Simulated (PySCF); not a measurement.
# Basis-set dependence of excited states

Species: B2FH7N2.
SMILES: `[NH2+]1[BH2-][NH2+][BH-]1F`

TDDFT with PBE0 (PySCF), vertical singlets, core orbitals frozen in the response, spherical d and f functions. Isolated species at its PBE0-D3(BJ)/def2-SVP geometry (one conformer only).

```tsv
basis	functions	diffuse	S1 (eV)	S2 (eV)	S3 (eV)	S4 (eV)	S5 (eV)	LUMO (eV)	α (au)
6-31G*	84	no	8.51	8.72	9.03	9.07	9.31	2.11	37.9
6-31+G*	104	yes	7.00	7.06	7.45	7.59	7.59	0.06	43.9
def2-SVP	105	no	8.16	8.29	8.64	8.76	8.80	1.51	39.6
def2-SVPD	159	yes	7.21	7.59	7.64	8.08	8.08	0.25	47.5
aug-cc-pVDZ	178	yes	6.80	6.96	7.27	7.40	7.49	-0.21	48.3
def2-TZVP	197	no	7.57	7.62	8.05	8.14	8.25	0.78	45.3
def2-TZVPD	251	yes	6.93	7.25	7.39	7.74	7.78	-0.06	48.2
```

Problem. Compare the sets with the largest diffuse one.

Solution. States are compared by their number. Against the largest diffuse basis here (def2-TZVPD, itself not a converged limit), sets without diffuse functions differ by up to 1.58 eV in S1 and 1.53 eV in S5; the smaller diffuse sets differ by up to 0.28 and 0.30 eV. State by state, the largest deviation of a set without diffuse functions is S1 1.58, S2 1.47, S3 1.64, S4 1.33, S5 1.53 eV. The same number needn't mean the same state in each row. Against def2-TZVPD the polarisability deviates by -21% in 6-31G*, -9% in 6-31+G*, -18% in def2-SVP, -1% in def2-SVPD, 0% in aug-cc-pVDZ, -6% in def2-TZVP. A single + in a Pople set puts diffuse functions on heavy atoms only.
